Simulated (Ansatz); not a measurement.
Species: GaBr (charge 0, singlet). SMILES: [Ga][Br]
Coordinates optimised at B3LYP-D3(BJ)/def2-TZVP (Ansatz, an electronic-structure program):
```xyz
2

Ga     0.0000     0.0000    -1.2726
Br     0.0000     0.0000     1.1272
```

Parts of the frozen-core correlation energy in cc-pVDZ (Ansatz, hartree). Frozen orbitals: 28; correlated occupied orbitals by spin: 5 and 5; virtual: 21 and 21. Spin-orbit coupling is left out. No relativistic terms.

```json
[
 {"term": "reference (HF)", "value": "-4495.67798"},
 {"term": "MP2 opposite-spin", "value": "-0.11717"},
 {"term": "MP2 same-spin", "value": "-0.03823"},
 {"term": "CCSD correlation", "value": "-0.17661"},
 {"term": "(T)", "value": "-0.00408"},
 {"term": "CCSDT minus CCSD(T)", "value": "-0.00053"},
 {"term": "T1 diagnostic", "value": "0.014"},
 {"term": "largest doubles amplitude", "value": "0.071"}
]
```
